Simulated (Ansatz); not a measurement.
Cartesian coordinates in Å:
```
N -0.885 -1.025 -0.934
Ta 0.075 0.303 0.157
O 1.832 0.532 -0.529
O 0.256 -0.351 1.931
S -1.084 2.133 0.072
H -0.570 -1.975 -1.074
H -1.748 -0.859 -1.427
H 2.247 1.286 -0.949
H -0.124 -0.044 2.754
```

Charge 0, multiplicity 1. Ta: def2 effective core potential.

**Question.** List the ωB97M-V/def2-TZVPP orbital energies in eV (Ansatz 0.2.0). (An estimate is asked.)

**Answer.** Ansatz gave: Occupied: -2425.56, -526.46, -526.45, -394.44, -219.57, -162.60, -162.59, -162.58, -78.87, -44.61, -44.57, -44.41, -30.44, -30.22, -26.16, -20.63, -17.08, -17.01, -16.44, -14.21, -13.54, -13.22, -12.60, -12.10, -10.48, -10.38, -9.55, -9.50. Lowest empty: 1.00, 1.16, 1.37, 1.81, 2.42, 2.60, 2.93, 3.03.
